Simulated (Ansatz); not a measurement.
Tetramethylammonium mesylate (C5H15NO3S), relaxed as a singlet with RKS PBE-D4/def2-SVP in Ansatz, starting from the GFN2-xTB geometry. Force threshold 0.03 eV/Å.

Start:

```xyz
25

C     0.816    3.314   -2.215
S     0.436    1.841   -1.250
O    -0.880    1.356   -1.675
O     1.489    0.858   -1.529
O     0.431    2.234    0.163
H    -0.026    3.985   -2.132
H     1.711    3.744   -1.792
H     0.972    2.998   -3.236
C    -1.538   -0.481    0.501
N    -0.292   -1.202    0.808
C     0.610   -0.319    1.567
C     0.361   -1.599   -0.450
C    -0.599   -2.397    1.608
H    -1.336    0.319   -0.232
H    -2.265   -1.165    0.067
H    -1.948   -0.041    1.407
H     0.205   -0.143    2.562
H     1.593   -0.776    1.651
H     0.700    0.650    1.048
H    -0.355   -2.092   -1.103
H     0.754   -0.704   -0.963
H     1.190   -2.274   -0.244
H    -1.217   -3.086    1.035
H    -1.135   -2.114    2.514
H     0.323   -2.904    1.892
```

| step | energy (eV) | largest force component (eV/Å) | SCF passes |
| --- | --- | --- | --- |
| 1 | -23860.8023 | 2.392 | 22 |
| 2 | -23861.1270 | 1.289 | 21 |
| 3 | -23861.2128 | 0.101 | 22 |
| 4 | -23861.2157 | 0.027 | 22 |
| 5 | -23861.2172 | 0.051 | 21 |
| 6 | -23861.2186 | 0.055 | 20 |
| 7 | -23861.2189 | 0.006 | 21 |

Force components are those of the run's own axes.

End:

```
atom   x (Å)   y (Å)   z (Å)
  C1   0.833   3.363  -2.251
  S2   0.469   1.891  -1.266
  O3  -0.841   1.356  -1.796
  O4   1.625   0.947  -1.496
  O5   0.374   2.367   0.164
  H6   0.013   4.089  -2.100
  H7   1.796   3.780  -1.902
  H8   0.898   3.059  -3.312
  C9  -1.587  -0.491   0.520
 N10  -0.304  -1.227   0.821
 C11   0.625  -0.321   1.593
 C12   0.355  -1.637  -0.473
 C13  -0.606  -2.444   1.636
 H14  -1.381   0.319  -0.220
 H15  -2.304  -1.217   0.092
 H16  -1.980  -0.079   1.467
 H17   0.188  -0.159   2.596
 H18   1.605  -0.824   1.680
 H19   0.715   0.654   1.057
 H20  -0.389  -2.180  -1.084
 H21   0.727  -0.726  -1.001
 H22   1.205  -2.301  -0.227
 H23  -1.235  -3.131   1.042
 H24  -1.144  -2.142   2.553
 H25   0.343  -2.944   1.906
```

By distances, no bond broke or formed. The bond that changes most is S2–O3, from 1.47 to 1.51 Å (atoms count from 1).

The force fell under the threshold at step 4, but the optimiser went on and released 0.003 eV more. No frequencies were taken in this run, so the end may be a saddle point.

Hardware: 4 threads of Arm Neoverse V2 on a shared host. Wall time 22 s.
